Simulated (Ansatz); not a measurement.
Geometry optimisation, Ansatz, RKS PBE-D4/def2-mTZVP.

Input:

```yaml
crystal:
  periodic: [false, false, false]
  atoms:
    - { symbol: C, position_ang: [-0.5549, 0.81382, -1.60835] }
    - { symbol: Al, position_ang: [-0.35403, -0.3857, -0.04219] }
    - { symbol: Si, position_ang: [1.03371, -0.56429, 1.94658] }
    - { symbol: S, position_ang: [2.51224, 0.4115, 2.88555] }
    - { symbol: H, position_ang: [0.33046, 0.8651, -2.2567] }
    - { symbol: H, position_ang: [-0.80417, 1.85338, -1.35543] }
    - { symbol: H, position_ang: [-1.37819, 0.43988, -2.23523] }
    - { symbol: H, position_ang: [-1.3326, -1.61642, 0.0534] }
    - { symbol: H, position_ang: [0.54749, -1.81727, 2.61238] }
basis:
  gaussian: { orbitals: def2-mTZVP }
hamiltonian:
  xc: pbe
  dispersion: d4
relax:
  f_tol: 0.015
  max_steps: 40
```

Launched with:

```bash
$ ansatz run input.yaml --threads 2 --pin off --max-ram 3072MiB --backend cpu --events-out ev --progress --plain --runs-dir out
```

Q: Where does it end, and by what steps?

A: The forces met the threshold. After 8 steps the energy has fallen by 0.192 eV; S4 moved furthest, 0.98 Å.

| step | energy less start (eV) | largest force component (eV/Å) | accepted |
| --- | --- | --- | --- |
| 0 | 0.0000 | 0.692 | yes |
| 1 | -0.0799 | 0.144 | yes |
| 2 | -0.1250 | 0.191 | yes |
| 3 | -0.1560 | 0.197 | yes |
| 4 | -0.1777 | 0.203 | yes |
| 5 | -0.1870 | 0.166 | yes |
| 6 | -0.1905 | 0.122 | yes |
| 7 | -0.1918 | 0.063 | yes |
| 8 | -0.1920 | 0.014 | yes |

```xyz
9
Properties=species:S:1:pos:R:3
C -0.432 0.779 -1.410
Al -0.652 -0.668 -0.110
Si 0.891 -0.634 1.827
S 2.214 0.837 2.058
H 0.582 0.771 -1.841
H -0.539 1.763 -0.924
H -1.153 0.728 -2.239
H -1.745 -1.837 -0.218
H 0.834 -1.739 2.857
```

The run took 10 s on 2 threads of Intel(R) Xeon(R) 6975P-C (Granite Rapids) (shared host), peak memory 0.16 GiB.
